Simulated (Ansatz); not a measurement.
CH₆GeTe, SMILES `[CH3][GeH2][TeH]`: the same geometry under several functionals.

```yaml
crystal:
  periodic: [false, false, false]
  atoms:
    - {symbol: C, position_ang: [-0.541152, 0.934868, -0.692314]}
    - {symbol: Ge, position_ang: [0.398099, -0.722672, -0.274217]}
    - {symbol: Te, position_ang: [1.418823, -0.637226, 2.076776]}
    - {symbol: H, position_ang: [-0.942143, 0.890716, -1.706856]}
    - {symbol: H, position_ang: [0.144086, 1.778537, -0.612691]}
    - {symbol: H, position_ang: [-1.364244, 1.082453, 0.007209]}
    - {symbol: H, position_ang: [1.604721, -0.935877, -1.205433]}
    - {symbol: H, position_ang: [-0.548116, -1.932221, -0.379458]}
    - {symbol: H, position_ang: [-0.081574, -0.504781, 2.769883]}
basis:
  gaussian: {orbitals: def2-TZVPP}
hamiltonian: {xc: {name: BLYP}, dispersion: d4}
output: {orbitals: {seedname: orbitals}}
```

```sh
$ ansatz run in.yaml --threads 4 --pin off --events-out ev --progress --plain
```

Shortened log:

```
Functional definition: BLYP
1278 factors; their error is unknown
mean field evaluation 1: about -64936.6284 eV, gradient 7.0e1 eV
mean field evaluation 2: about -64916.8782 eV, gradient 1.0e2 eV
mean field evaluation 4: about -64946.6159 eV, gradient 1.1e1 eV
mean field evaluation 8: about -64946.8554 eV, gradient 2.2e-1 eV
mean field evaluation 16: about -64946.7113 eV, gradient 2.1e-4 eV
mean field -64946.71129982 eV, -2386.7476178062 hartree, gradient 1.7e-5 eV, S^2 0.000000; 0 other end points of the search recorded, 0 dependent functions left out
reference -64946.71166658 eV, -2386.7476312845 hartree; 34, 34 occupied and 179, 179 virtual orbitals, 1278 factors
Total energy: -64947.12218021 eV, -2386.7627173822 hartree
```

Hardware: 4 threads of a server CPU on a shared host. Wall time 1.9 s, peak host memory 0.27 GiB.

With the line `hamiltonian: {xc: {name: LC-wPBE}}` (abridged; 2.4 s):

```
Functional definition: LC-wPBE
mean field evaluation 16: about -64940.5671 eV, gradient 1.2e-3 eV
mean field -64940.56709097 eV, -2386.5218222958 hartree, gradient 3.3e-5 eV, S^2 0.000000
Total energy: -64940.56709098 eV, -2386.5218222961 hartree
```

The same input with `hamiltonian: {xc: {name: r2SCAN0}, dispersion: d4}` (abridged; 4.9 s):

```
Functional definition: r2SCAN0
mean field evaluation 16: about -64948.1692 eV, gradient 1.5e-4 eV
mean field -64948.16915404 eV, -2386.8011929608 hartree, gradient 5.5e-5 eV, S^2 0.000000
Total energy: -64948.22428934 eV, -2386.8032191456 hartree
```

With the line `hamiltonian: {xc: hse06, dispersion: d4}` (abridged; 3.2 s):

```
Functional definition: HSE06
mean field evaluation 16: about -64939.2325 eV, gradient 2.2e-4 eV
mean field -64939.23251487 eV, -2386.4727775288 hartree, gradient 2.1e-5 eV, S^2 0.000000
Total energy: -64939.38938502 eV, -2386.4785424003 hartree
```

With the line `hamiltonian: {xc: lda}` (abridged; 1.1 s):

```
Functional definition: SPW92
mean field evaluation 16: about -64839.7450 eV, gradient 1.2e-4 eV
mean field -64839.74498051 eV, -2382.8166780760 hartree, gradient 2.8e-5 eV, S^2 0.000000
Total energy: -64839.74502057 eV, -2382.8166795484 hartree
```

Changing it to `hamiltonian: {xc: {name: PBE-QIDH}}` (abridged; 5.5 s):

```
Functional definition: PBE-QIDH
mean field evaluation 16: about -64916.7103 eV, gradient 1.8e-4 eV
mean field -64916.71027700 eV, -2385.6451005531 hartree, gradient 7.2e-6 eV, S^2 0.000000
14 core orbitals not correlated: weight in the atoms' cores, before any rotation towards them, 1.000 or more for the frozen orbitals, at most 0.000 for the correlated occupied ones
second order -27.61776317 eV of doubles, -0.00000000 eV of singles
Total energy: -64925.91621118 eV, -2385.9834123943 hartree
```

HSE06 is the plane-wave form, built on full-range PBE exchange.
